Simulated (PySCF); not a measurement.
SeFCl, SMILES [Se](F)Cl. Atoms are numbered in the order given.

```xyz
3

Se     0.4202     0.4584     0.0000
F     -1.1419     1.2536     0.0000
Cl    -0.2358    -1.5805     0.0000
```
Charge 0, spin multiplicity 1.

Geometry: r2SCAN-D4/def2-TZVP.

Level of theory: PySCF with PBE0/def2-TZVPD.

Symmetry labels are those of the subgroup Cs that the program uses (full group Cs).

Question: List the valence orbital energies around the gap with their symmetry. (Estimate from the structure and the level; the computed values follow.)

Answer: 
| orbital | symmetry | energy (eV) |
|---|---|---|
| HOMO−7 | A' | -19.52 |
| HOMO−6 | A' | -14.07 |
| HOMO−5 | A' | -13.26 |
| HOMO−4 | A" | -12.99 |
| HOMO−3 | A' | -11.11 |
| HOMO−2 | A" | -10.50 |
| HOMO−1 | A' | -10.12 |
| HOMO | A" | -7.15 |
| LUMO | A' | -2.51 |
| LUMO+1 | A' | -2.25 |
| LUMO+2 | A' | 0.45 |
| LUMO+3 | A' | 0.92 |
